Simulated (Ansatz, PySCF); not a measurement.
Spin gap between two states, R1 and P1; the higher of the two is an excited state, each structure at its B3LYP-D3(BJ)/def2-TZVP stationary point, reached from a drawn start (curvature not checked).
R1, O2S2 (SMILES O=[S][S]=O) (charge 0, multiplicity 1):
```xyz
4

O     -1.27762    -0.38316    -1.13679
S     -1.11465    -0.33429     0.32531
S      0.71863     0.21556     0.94718
O      1.67364     0.50199    -0.13569
```
P1, O2S2 (SMILES O=[S][S]=O) (charge 0, multiplicity 3):
```csv
atom,x (Å),y (Å),z (Å)
O,-0.9919,-0.2975,-1.8091
S,-1.0423,-0.3126,-0.3155
S,1.0423,0.3126,0.3155
O,0.9919,0.2975,1.8091
```

P less R. No zero-point or thermal terms; singlets are restricted closed shells; open shells are unrestricted. One arrangement of each flexible species, with no search for the lowest.

Cores are frozen in the correlated methods.

Programs: Ansatz (Gaussian basis) for Hartree–Fock, density functionals and correlated methods; PySCF for the D3/D4 terms. All values are computed, each at the level named.

```json
[
 {"level": "HF/cc-pV(D+d)Z", "spin gap (kJ/mol)": "-112.2"},
 {"level": "HF/cc-pV(Q+d)Z", "spin gap (kJ/mol)": "-67.4"},
 {"level": "BLYP-D4/def2-TZVPP", "spin gap (kJ/mol)": "72.7"},
 {"level": "revPBE-D3(BJ)/def2-TZVPP", "spin gap (kJ/mol)": "78.8"},
 {"level": "B97M-V/def2-TZVPP", "spin gap (kJ/mol)": "88.8"},
 {"level": "B3LYP-D4/def2-TZVPP", "spin gap (kJ/mol)": "56.1"},
 {"level": "MP2/cc-pV(D+d)Z", "spin gap (kJ/mol)": "123.1"},
 {"level": "CCSD/cc-pV(D+d)Z", "spin gap (kJ/mol)": "…"},
 {"level": "CCSD(T)/cc-pV(Q+d)Z", "spin gap (kJ/mol)": "…"}
]
```

Q: Some entries are withheld; supply them.

A: 
- CCSD/cc-pV(D+d)Z, spin gap (kJ/mol): 16.6
- CCSD(T)/cc-pV(Q+d)Z, spin gap (kJ/mol): 89.0

Ansatz is an electronic-structure program.
